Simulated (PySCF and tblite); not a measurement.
Values are calculated unless marked as measured or tabulated.
**Conformer ensemble of C6H11F3Si, numbered as in [F:1][C:2]([F:3])([F:4])[SiH:5]1[CH2:6][CH2:7][CH2:8][CH2:9][CH2:10]1**

The ensemble was built from 90 distance-geometry starts (ETKDG and KDG, MMFF94s, GFN2-xTB) and rests on PBE0-D3(BJ)/def2-SVP geometries. Weights use PBE0-D3(BJ)/def2-SVPD energies plus GFN2-xTB zero-point and thermal terms (modes under about 100 cm⁻¹ blended into free rotors). Symmetry numbers and mirror images are counted. Conformers within 4 kcal/mol (GFN2-xTB free energy) were kept, 5 at most. GIAO shieldings: PBE0/pcSseg-1. Shifts are against TMS (¹H), TMS (¹³C), CFCl3 (¹⁹F), TMS (²⁹Si) at the same level; of two unlike H on one atom, a is the less shielded. Programs: PySCF with density fitting and tblite.

The 6-ring runs over atoms 5–6–7–8–9–10.

```tsv
conformer	shape	symmetry	E(GFN2) kcal/mol	E(DFT) kcal/mol	G(298.15 K) kcal/mol	weight %	dipole D
1	6-ring chair (C2 axial)	Cs	1.32	0.00	0.00	62.3	2.97
2	6-ring chair (all substituents equatorial)	Cs	0.00	0.48	0.30	37.7	3.17
```

Weights (%) against temperature:

```json
{"T (K)": "250", "1": "65.1", "2": "34.9", "S(mix) cal/mol/K": "1.28"}
{"T (K)": "273.15", "1": "63.7", "2": "36.3", "S(mix) cal/mol/K": "1.30"}
{"T (K)": "298.15", "1": "62.3", "2": "37.7", "S(mix) cal/mol/K": "1.32"}
{"T (K)": "323.15", "1": "61.2", "2": "38.8", "S(mix) cal/mol/K": "1.33"}
{"T (K)": "373.15", "1": "59.4", "2": "40.6", "S(mix) cal/mol/K": "1.34"}
```

Averaged shifts at 298.15 K. ¹H: 4.14 (H5, 1H), 1.77 (H7a/H9a, 2H), 1.62 (H7b/H9b, 2H), 1.44 (H8a, 1H), 1.26 (H8b, 1H), 0.91 (H6a/H10a, 2H), 0.72 (H6b/H10b, 2H) ppm. ¹³C: 136.4 (C2), 30.7 (C8), 25.2 (C7/C9), 8.2 (C6/C10) ppm. ¹⁹F: -73.7 (F1/F3/F4) ppm. ²⁹Si: -23.7 (Si5) ppm.

Coordinates of conformer 1 (Å):

```xyz
21

F     1.842    1.341   -1.039
C     2.226    0.961    0.198
F     2.533    2.086    0.866
F     3.366    0.267    0.047
Si    0.859   -0.068    1.102
C     0.477   -1.583    0.063
C    -0.377   -1.208   -1.158
C    -1.643   -0.422   -0.814
C    -1.394    0.970   -0.229
C    -0.711    0.958    1.146
H     1.430   -0.376    2.446
H    -0.074   -2.294    0.705
H     1.405   -2.095   -0.239
H     0.231   -0.613   -1.861
H    -0.657   -2.125   -1.702
H    -2.252   -0.317   -1.726
H    -2.258   -1.010   -0.106
H    -0.776    1.548   -0.939
H    -2.353    1.509   -0.156
H    -0.499    1.981    1.497
H    -1.383    0.506    1.898
```

Coordinates of conformer 2 (Å):

```xyz
21

F     3.431   -1.094    0.825
C     2.822   -0.065    0.212
F     2.951   -0.271   -1.114
F     3.526    1.042    0.502
Si    0.965    0.095    0.716
C     0.043   -1.477    0.268
C    -1.468   -1.212    0.219
C    -1.869   -0.059   -0.704
C    -1.365    1.317   -0.264
C     0.163    1.459   -0.292
H     0.953    0.371    2.184
H     0.284   -2.297    0.962
H     0.401   -1.794   -0.727
H    -1.991   -2.128   -0.101
H    -1.839   -0.997    1.238
H    -1.506   -0.270   -1.727
H    -2.968   -0.028   -0.773
H    -1.816    2.089   -0.908
H    -1.738    1.523    0.755
H     0.532    1.358   -1.328
H     0.480    2.455    0.056
```

Unscaled ¹⁹F and ²⁹Si shifts at such levels can be off by tens of ppm; differences between conformers or isomers are more reliable. Shifts are unscaled: against experiment ¹³C can be off by 15 ppm or more and ¹H by 0.8 ppm.

Search and properties took 3.1 min on 1 thread of Arm Neoverse V1, shared host (rough), launched as `OMP_NUM_THREADS=1 python ens_run.py task.json out`.
